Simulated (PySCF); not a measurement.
Can point charges reproduce the dipole moment of `CC[C@H](C)[GeH3]`?

Coordinates (PBE0-D3(BJ)/def2-SVP, Å) and charges (e) from the PBE0/pcSseg-1 density (PySCF):

| atom | x | y | z | Mulliken | IAO | Hirshfeld | ESP-fitted |
| --- | --- | --- | --- | --- | --- | --- | --- |
| C1 | -1.290 | 1.401 | 0.173 | -0.2777 | -0.4073 | -0.1149 | -0.3764 |
| C2 | -1.047 | -0.051 | 0.554 | -0.2178 | -0.2387 | -0.0675 | +0.0227 |
| C3 | 0.099 | -0.735 | -0.192 | -0.5769 | -0.3164 | -0.0909 | +0.2067 |
| C4 | 0.213 | -2.208 | 0.189 | -0.2143 | -0.4040 | -0.1178 | -0.5943 |
| Ge5 | 1.832 | 0.172 | 0.086 | +0.2223 | +0.4354 | +0.2914 | +0.1051 |
| H6 | -2.173 | 1.807 | 0.690 | +0.1212 | +0.1410 | +0.0422 | +0.1083 |
| H7 | -1.459 | 1.508 | -0.910 | +0.1132 | +0.1333 | +0.0378 | +0.0838 |
| H8 | -0.435 | 2.045 | 0.435 | +0.1288 | +0.1321 | +0.0347 | +0.1007 |
| H9 | -0.863 | -0.123 | 1.642 | +0.1178 | +0.1246 | +0.0323 | +0.0223 |
| H10 | -1.970 | -0.632 | 0.374 | +0.1183 | +0.1267 | +0.0343 | +0.0245 |
| H11 | -0.101 | -0.664 | -1.277 | +0.1392 | +0.1311 | +0.0311 | +0.0207 |
| H12 | 0.451 | -2.330 | 1.259 | +0.1141 | +0.1314 | +0.0366 | +0.1458 |
| H13 | -0.738 | -2.737 | 0.007 | +0.1175 | +0.1347 | +0.0381 | +0.1335 |
| H14 | 0.997 | -2.727 | -0.384 | +0.1256 | +0.1380 | +0.0380 | +0.1577 |
| H15 | 1.930 | 1.509 | -0.676 | -0.0088 | -0.0863 | -0.0743 | -0.0592 |
| H16 | 2.032 | 0.450 | 1.592 | -0.0126 | -0.0903 | -0.0760 | -0.0487 |
| H17 | 2.974 | -0.744 | -0.400 | -0.0101 | -0.0853 | -0.0749 | -0.0532 |

Task: Compute μ = Σ q r for each scheme (1 e·Å = 4.803 D) and compare with the dipole of the full density.

Result: The full density gives (-0.82, -0.29, -0.14) D, 0.89 D in size; dipole vectors point from the negative to the positive end.

```csv
scheme,μx,μy,μz,size (D),share of the full size (%),angle to the full dipole (°)
Mulliken,0.36,0.42,0.50,0.74,84,138
IAO,0.10,0.13,-0.01,0.16,18,146
Hirshfeld,-0.17,-0.03,-0.05,0.18,21,12
ESP-fitted,-0.82,-0.29,-0.13,0.88,99,1
```

Task: Which set comes closest?

Result: Length of the difference vector: ESP-fitted 0.02 D, Hirshfeld 0.71 D, IAO 1.02 D, Mulliken 1.52 D. Closest: ESP-fitted. 

Task: What is left for the Hirshfeld atoms' own dipoles?

Result: The Hirshfeld atoms' densities add up to the full density, so μ = Σ q r + Σ (atomic dipoles). The atomic dipoles sum to (-0.82, -0.29, -0.14) − (-0.17, -0.03, -0.05) = (-0.65, -0.27, -0.09) D, 0.71 D in size.

Task: With the origin at the mean of the coordinates, (0.027, -0.239, 0.186) Å, which are the largest single terms, by size, of the IAO dipole along the direction of the full one?

Result: Ge5 -3.76, C1 -1.33, H10 +1.19, H13 +1.02, H17 +1.02 D; all 17 atoms together -0.13 D. The single terms depend on the origin, their sum doesn't.

Task: Give the size of the full dipole in other units.

Result: 0.89 D = 0.349 au = 0.185 e·Å = 2.96 × 10⁻³⁰ C·m.

The structure is a single PBE0-D3(BJ)/def2-SVP conformer in the gas phase; no vibrational or solvent corrections. The calculation is non-relativistic, for germanium too.

Conformer computed: `[CH3:1][CH2:2][C@H:3]([CH3:4])[GeH3:5]`: C1–C2–C3–C4 -176°.
